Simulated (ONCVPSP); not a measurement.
Before and after: ONCV potential for nitrogen

* Element: nitrogen (N)
* Generator: ONCVPSP 4.0.1
* Type: optimised norm-conserving Vanderbilt (ONCV)
* Functional: PBE
* Relativity: non-relativistic
* Frozen core: [He]
* Valence charge: 5
* Reference configuration: 2s2 2p3
* Partial waves: 2s: rc 1.05 bohr, ncon 4, nbas 8, qcut 4.8 1/bohr, 2 projectors, debl 3.2 Ha; 2p: rc 2.00 bohr, ncon 4, nbas 7, qcut 6.1 1/bohr, 3 projectors, debl 3.9 Ha; d scattering state at 0.41 Ha: rc 2.10 bohr, ncon 5, nbas 9, qcut 4.3 1/bohr, 1 projector
* Local potential: polynomial inside 0.75 bohr (lpopt 3, dvloc0 6 Ha)
* Core correction: none

Change: p: qcut 9.4.

Cutoffs: the cutoffs (Ha) at which the residual kinetic energy of the hardest occupied pseudo-wave falls to 1 and 0.1 mHa per electron; they do not see the model core or the augmentation charge, which bear on the density cutoff. Errors are all-electron minus pseudo energies relative to the spin-unpolarised reference configuration.

Q: Predict the effect on cutoff, ghosts and configuration errors.

A: The potential gets neither clearly harder nor softer (125 Ha and 158 Ha → 125 Ha and 158 Ha); the s channel sets the loose cutoff, while the largest relative change is in p, which becomes harder; of the 4 tests that both files solve, the error grows in 0 and shrinks in 4 by more than 15 % and 0.3 meV (median size 310.1 → 158.4 meV); neither file shows a bound ghost.

```tsv
quantity	base	changed
cutoff, loose	125 Ha	125 Ha
cutoff, tight	158 Ha	158 Ha
loose cutoff by channel	s 125 Ha, p 15 Ha	s 125 Ha, p 22 Ha
bound ghosts	none	none
GHOST(+) flags under 300 eV	none	none
error for 2s2 2p2, meV [ΔE 13.60 eV]	+70	+34
error for 2s2 2p1, meV [ΔE 42.46 eV]	+550	+283
error for 2s2 2p0, meV [ΔE 89.54 eV]	+2060	+1137
error for 2s1 2p3, meV [ΔE 25.34 eV]	-61	-23
s: phases at 1.06 bohr within 0.05 rad from the reference energy up to (Ha; the scan ends near 5)	to the end of the scan	to the end of the scan
p: phases at 2.03 bohr within 0.05 rad from the reference energy up to (Ha; the scan ends near 5)	to the end of the scan	to the end of the scan
d: phases at 2.13 bohr within 0.05 rad from the reference energy up to (Ha; the scan ends near 5)	3.4	3.4
```
